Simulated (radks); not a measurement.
The numbers below are computed, except where a source is named.
Ionisation of S2+, [Ne] 3s2 3p2, to S3+, [Ne] 3s2 3p1, under several functionals. Non-relativistic Kohn-Sham, spin-unpolarised, spherical densities, point nucleus; a radial shooting solver on a logarithmic mesh with Libxc functionals.

| functional | E(S2+) (hartree) | Exc (hartree) | IE (eV) | -e(HOMO) (eV) | <r> HOMO (bohr) | IE error (eV) |
|---|---|---|---|---|---|---|
| SOGGA | -395.92618 | -23.92561 | 33.910 | 27.854 | 1.767 | -0.950 |
| RPBE | -396.80157 | -24.82603 | 34.022 | 27.969 | 1.770 | -0.838 |
| r2SCAN | -396.77783 | -24.80858 | 34.001 | 28.024 | 1.767 | -0.859 |
| B86b exchange with PBE correlation | -396.81670 | -24.84139 | 34.086 | 28.020 | 1.766 | -0.774 |
| PBE | -396.66246 | -24.68224 | 34.050 | 27.988 | 1.767 | -0.810 |
| Wu-Cohen GGA | -396.40268 | -24.41736 | 34.058 | 27.984 | 1.763 | -0.802 |
| MS2 meta-GGA | -396.81453 | -24.84751 | 33.971 | 27.987 | 1.768 | -0.889 |

NIST Atomic Spectra Database: 34.86 eV (semi-empirical). Closest: B86b exchange with PBE correlation. The Delta-SCF values span 0.18 eV, the total energies 0.89 hartree. The highest occupied level is 3p. Spin polarisation and multiplet splitting are left out, so open shells lie too high by an amount that depends on their filling.

Beside tabulated values, note that spin-unpolarised runs miss the spin-polarisation part of the exchange energy of open shells.
